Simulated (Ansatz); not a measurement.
Species: C₃H₂O, net charge 0, singlet state. 
Structure (B3LYP-D3(BJ)/def2-TZVP (Ansatz, an electronic-structure program) minimum search):
```
C
C 1 1.3395
H 2 1.0813 1 144.06
H 1 1.0813 2 144.06 3 0.00
C 1 1.4272 4 153.93 2 -180.00
O 5 1.2000 1 152.01 4 0.00
```
Charge 0, spin multiplicity 1.

Total electronic energies in hartree. Valence correlation only, unless marked. No spin-orbit coupling. Non-relativistic. CBS(X,Y): correlation extrapolated as X^-3; Hartree-Fock from the larger set. The bracket is a focal-point correction in the basis named.

| level | program | energy (Eh) |
|---|---|---|
| PBE0-D3(BJ)/def2-TZVPD | Ansatz + dftd3 | (withheld) |
| BHLYP/def2-TZVPD | Ansatz | (withheld) |
| CAM-B3LYP/def2-TZVPD | Ansatz | (withheld) |
| wB97X-V/def2-TZVPD | Ansatz | -190.66039 |
| B2PLYP/def2-TZVPD | Ansatz | -190.57182 |
| PBE-QIDH/def2-TZVPD | Ansatz | -190.46476 |
| SCS-MP2/STO-3G | Ansatz | -187.29937 |
| CCSD/cc-pVTZ | Ansatz | -190.29153 |
| RI-MP2/CBS(aug-cc-pVTZ,aug-cc-pVQZ)+[CCSD(T)-MP2]/aug-cc-pVTZ | Ansatz | -190.4231 |

Q: Fill in the missing entries.

A: 
- PBE0-D3(BJ)/def2-TZVPD, energy (Eh): -190.50531
- BHLYP/def2-TZVPD, energy (Eh): -190.60928
- CAM-B3LYP/def2-TZVPD, energy (Eh): -190.63098
